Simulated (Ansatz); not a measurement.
Start from `FBF` and change one atom or group to get `FB(F)[CH2][SbH2]`.

Ansatz, PBE0-D4/def2-TZVP geometries, multiplicity 1. Each molecule was computed in one conformer, which needn't be the lowest.

Elements past krypton have def2 core potentials.

```json
{"property": "size of the dipole moment (B3LYP/def2-TZVPP) / D", "`FBF`": "0.89"}
{"property": "HOMO–LUMO gap (PBE/def2-TZVPP) / eV", "`FBF`": "7.74"}
{"property": "ideal-gas entropy at 298 K and 1 bar (rigid rotor, harmonic PBE0-D4/def2-TZVP) / J/(mol·K)", "`FBF`": "244"}
{"property": "LUMO energy (PBE0/def2-TZVPP) / eV", "`FBF`": "-0.32"}
{"property": "zero-point energy (PBE0-D4/def2-TZVP) / kJ/mol", "`FBF`": "47.1"}
{"property": "HOMO energy (B3LYP/def2-TZVPP) / eV", "`FBF`": "-10.64"}
```

(1) Give the same properties after the change, and the shifts. (An estimate is asked.)

Results:

(1) The calculation gave: 
| property | `FB(F)[CH2][SbH2]` | shift |
| --- | --- | --- |
| size of the dipole moment (B3LYP/def2-TZVPP) / D | 2.31 | 1.42 |
| HOMO–LUMO gap (PBE/def2-TZVPP) / eV | 4.82 | -2.92 |
| ideal-gas entropy at 298 K and 1 bar (rigid rotor, harmonic PBE0-D4/def2-TZVP) / J/(mol·K) | 362 | 118 |
| LUMO energy (PBE0/def2-TZVPP) / eV | -0.88 | -0.56 |
| zero-point energy (PBE0-D4/def2-TZVP) / kJ/mol | 133.2 | 86.1 |
| HOMO energy (B3LYP/def2-TZVPP) / eV | -7.33 | 3.31 |

With PBE0 the HOMO rises by 3.36 eV and the LUMO falls by 0.56 eV, so the gap narrows by about 3.92 eV. PBE moves the HOMO by 2.63 eV and ωB97M-V by 3.71 eV. The zero-point energy changes by 86.1 kJ/mol with +15 modes. Dipoles are sizes alone; their direction can turn. Modes under 60 cm⁻¹, often nearly free rotors, make the harmonic entropy too high.

B3LYP here is the variant with VWN-RPA as its local correlation; programs differ in this.

Spin–orbit coupling is left out; it splits and shifts lone-pair levels of the heavy atoms by tenths of an eV.
